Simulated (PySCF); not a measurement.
BeH2, SMILES [BeH2]. Atoms are numbered in the order given.

```xyz
3

Be     0.0000     0.0000     0.0000
H      0.0000     0.0000    -1.3362
H      0.0000     0.0000     1.3362
```
Charge 0, spin multiplicity 1.

The structure is a stationary point at PBE0-D3(BJ)/def2-TZVPD. The isomer is the one that the SMILES or the coordinates give; other isomers of the formula were not compared.

Two levels are set side by side: PBE/pcSseg-2 (PySCF) and PBE0/pcSseg-2 (PySCF). GIAO shifts against TMS (¹H) at the same level; non-relativistic, no solvent, atoms listed together averaged. Differences are taken from unrounded values.

```csv
quantity,PBE0
"δ(¹H) of H2, H3 (ppm)",3.49
```

### Question
What does PBE give, and how far is it from PBE0? (An estimate is asked for; the answer gives what the named calculation found.)

### Answer

```json
[
 {"quantity": "δ(¹H) of H2, H3 (ppm)", "PBE": "3.48", "PBE minus PBE0": "-0.02"}
]
```

On these quantities the two levels nearly agree.

Rough cost on one machine, each run with all the roots and properties that it gave: PBE0 against PBE within a factor of 2.
